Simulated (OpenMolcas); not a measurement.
## Co3+: CASPT2 settings compared

```yaml
Program: OpenMolcas
Basis: ANO-L-VDZP [5s4p2d1f]
Scalar_Hamiltonian: non-relativistic, point nucleus
Active_space: 6 electrons in 5 orbitals (3d)
State_averaging: 2S+1 = 5 even, 5 roots; 2S+1 = 3 even, 45 roots kept (CI in the orbitals of an earlier block); 2S+1 = 1 even, 50 roots kept (CI in the orbitals of an earlier block)
Spin-orbit_coupling: RASSI with atomic mean-field integrals over the reference wave functions, term energies averaged over their components
```

Methods on the same reference wave functions:
A. CASSCF
B. SS-CASPT2, IPEA 0.6 Eh, real shift 0.25 Eh (closed shells correlated: 3s 3p)
C. SS-CASPT2, IPEA 0.2 Eh, real shift 0.05 Eh (closed shells correlated: 2s 2p 3s 3p)
D. MS-CASPT2, IPEA 0.6 Eh, real shift 0.25 Eh (closed shells correlated: 3s 3p)
E. XMS-CASPT2, IPEA 0.15 Eh, real shift 0.2 Eh (closed shells correlated: 2s 2p 3s 3p)

Energies in cm-1 above 3d6 5D4, the measured ground level; measured values from Sugar and Corliss, J. Phys. Chem. Ref. Data 10, 1097 (1981).

| Level | A | B | C | D | E | Measured |
| --- | --- | --- | --- | --- | --- | --- |
| 3d6 5D4 | 0.0 | 0.0 | 0.0 | 0.0 | 0.0 | 0.0 |
| 3d6 5D3 | 654 | 655 | 656 | 656 | 656 | 639 |
| 3d6 5D2 | 1112 | 1110 | 1110 | 1110 | 1110 | 1078 |
| 3d6 5D1 | 1406 | 1401 | 1400 | 1401 | 1401 |  |
| 3d6 5D0 | 1551 | 1543 | 1542 | 1543 | 1543 | 1494 |
| 3d6 3H6 | 26108 | 26260 | 25990 | 26260 | 26560 | 23680 |
| 3d6 3H5 | 26443 | 26580 | 26300 | 26580 | 26880 | 24032 |
| 3d6 3H4 | 26686 | 26780 | 26480 | 26780 | 27060 | 24272 |
| 3d6 3P2(1) | 28498 | 24570 | 23680 | 24570 | 24450 | 22883 |
| 3d6 3F4(1) | 29884 | 27800 | 27130 | 27780 | 27830 | 25396 |
| 3d6 3F3(1) | 30260 | 28130 | 27420 | 28120 | 28150 | 25736 |
| 3d6 3P1(1) | 30425 | 26500 | 25610 | 26500 | 26390 | 24729 |
| 3d6 3F2(1) | 30541 | 28360 | 27640 | 28370 | 28390 | 25969 |
| 3d6 3P0(1) | 31208 | 27290 | 26400 | 27290 | 27170 | 25449 |
| 3d6 3G5 | 33012 | 32100 | 31690 | 32100 | 32290 | 29022 |
| 3d6 3G4 | 33638 | 32670 | 32250 | 32670 | 32860 | 29592 |
| 3d6 3G3 | 33902 | 32930 | 32510 | 32930 | 33120 | 29868 |
| 3d6 1I6 | 39407 | 39460 | 39500 | 39460 | 40040 | 35943 |
| 3d6 1G4(1) | 41654 | 40000 | 39790 | 39970 | 40110 | 36683 |
| 3d6 3D1 | 42732 | 40180 | 39450 | 40180 | 40200 |  |
| 3d6 3D2 | 42760 | 40170 | 39440 | 40160 | 40180 |  |
| 3d6 3D3 | 42948 | 40400 | 39670 | 40400 | 40420 | 36554 |
| 3d6 1S0(1) | 48431 | 45050 | 44170 | 44930 | 44750 | 41442 |
| 3d6 1D2(1) | 51809 | 45930 | 45500 | 45920 | 45750 | 42342 |

Deviations, from unrounded energies. A percentage is the sum of absolute deviations over the sum of measured energies, with the sign that they share, or ± where signs differ.

| Against measurement | Levels | A | B | C | D | E |
| --- | --- | --- | --- | --- | --- | --- |
| mean absolute deviation (cm-1) | 20 | 4100 | 2400 | 1900 | 2400 | 2400 |
| fine structure of the ground term (%) | 3 | +3.3 | +3.1 | +3.0 | +3.1 | +3.0 |
| other terms of the ground configuration (%) | 17 | +16.1 | +9.4 | +7.6 | +9.3 | +9.7 |

C lies closest to measurement on these levels and A furthest from it. The largest miss of C in the table is 3d6 1I6, by +3600 cm-1. The ranking rests on the paired levels alone, and a cruder setting can come out closer through cancelling errors.

Among B to E the level of the table that moves most is 3d6 3P1(1), by 890 cm-1 (lowest in C, highest in D). Moves below CASPT2's spread within the term are not significant.

The mean deviations of B to E differ by less than CASPT2's widest spread within a term (1200 cm-1), so their order carries little weight.

From A to B the spin-free energies of the other terms of 3d6 shown, above 5D, scale by factors of 0.86 to 1.01.

The lowest spin-free term lies below A's lowest term by 0.199 hartree in B, 0.215 hartree in C, 0.199 hartree in D, 0.220 hartree in E.

CASPT2 breaks the degeneracy within a term, and the mean is taken; among the terms shown or strongly mixed into the levels shown the widest spread is 1200 cm-1 (3d6 1I, D). Terms from blocks run as CI alone lack orbitals of their own. The basis is small and was not contracted for so high a charge. The CASPT2 spread within a term exceeds the gap to the next term for 3d6 1I and 3d6 3D, 3d6 3D and 3d6 1G(1), so the order of their levels is uncertain (figures for C; the like holds for D, E). Without dynamic correlation excited terms often stand tens of per cent too high (terms of higher spin than the ground term too low), and those without a measured partner can miss by more than the paired ones (holds for A). Some levels mix across a computed gap that differs much from the measured one, so their mixing is not that of the real levels (holds for C; E). Computed and measured levels are paired by configuration, term and J; levels that our copy of the source lacks, or whose pairing is in doubt (as where it misses far off the trend of its configuration), stay unpaired and out of the deviations. Only configurations of the active space appear. The table leaves out levels that lie high or whose names do not pair safely across all columns.

A number in round brackets counts repeated terms of one configuration in the order of the reference energies.
